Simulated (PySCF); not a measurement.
Isomers of C2H7FOSi2, one GFN2-xTB conformer each. Single-point energies are computed at PBE0/pcSseg-1 (PySCF, gas phase, no added dispersion term), electronic only.

| SMILES | GFN2-xTB relative energy (kcal/mol) |
| --- | --- |
| C[SiH2][Si@@H](F)C=O | 95.5 |
| F[Si@H]1CC[SiH2]O1 | 0.0 |
| F[C@@H]1C[SiH2]O[SiH2]1 | 39.9 |
| C=C[SiH2]O[SiH2]F | 12.0 |

Conformers: `[CH3:1][SiH2:2][Si@@H:3]([F:4])[CH:5]=[O:6]` with C1–Si2–Si3–F4 -174°, Si2–Si3–C5–O6 57°; `[F:1][Si@H:2]1[CH2:3][CH2:4][SiH2:5][O:6]1` with F1–Si2–C3–C4 93°, Si2–C3–C4–Si5 26°, C3–C4–Si5–O6 -21°, C4–Si5–O6–Si2 7°; `[F:1][C@@H:2]1[CH2:3][SiH2:4][O:5][SiH2:6]1` with F1–C2–C3–Si4 -154°, C2–C3–Si4–O5 23°, C3–Si4–O5–Si6 -7°, Si4–O5–Si6–C2 -9°; `[CH2:1]=[CH:2][SiH2:3][O:4][SiH2:5][F:6]` with C1–C2–Si3–O4 -161°, C2–Si3–O4–Si5 -32°, Si3–O4–Si5–F6 -9°.

Task: What does PBE0/pcSseg-1 give for the same structures?

Result: 
```
                 SMILES  PBE0/pcSseg-1 E (Eh)  PBE0/pcSseg-1 (kcal/mol)  GFN2-xTB (kcal/mol)  point group
     F[Si@H]1CC[SiH2]O1            -834.06568                       0.0                  0.0           C1
      C=C[SiH2]O[SiH2]F            -834.02234                      27.2                 12.0           C1
F[C@@H]1C[SiH2]O[SiH2]1            -833.97644                      56.0                 39.9           C1
   C[SiH2][Si@@H](F)C=O            -833.94968                      72.8                 95.5           C1
```

Both levels put the same isomer lowest; measured from each level's own lowest isomer, the values differ by up to 22.7 kcal/mol (C[SiH2][Si@@H](F)C=O: 95.5 against 72.8). As drawn, the lowest has an Si–O bond, which the highest lacks; the highest has a C=O bond and an Si–Si bond, which the lowest lacks.

Task: Which frontier levels, dipoles and rotational constants go with these structures?

Result: 
| SMILES | HOMO (eV, PBE0/pcSseg-1) | LUMO (eV) | dipole (D) | A, B, C (MHz) |
| --- | --- | --- | --- | --- |
| F[Si@H]1CC[SiH2]O1 | -8.50 | 0.39 | 2.67 | 3919, 1942, 1550 |
| C=C[SiH2]O[SiH2]F | -8.09 | -0.55 | 1.27 | 4617, 1120, 950.1 |
| F[C@@H]1C[SiH2]O[SiH2]1 | -8.11 | -0.07 | 1.24 | 3544, 2043, 1383 |
| C[SiH2][Si@@H](F)C=O | -7.09 | -1.72 | 1.57 | 2505, 1652, 1081 |
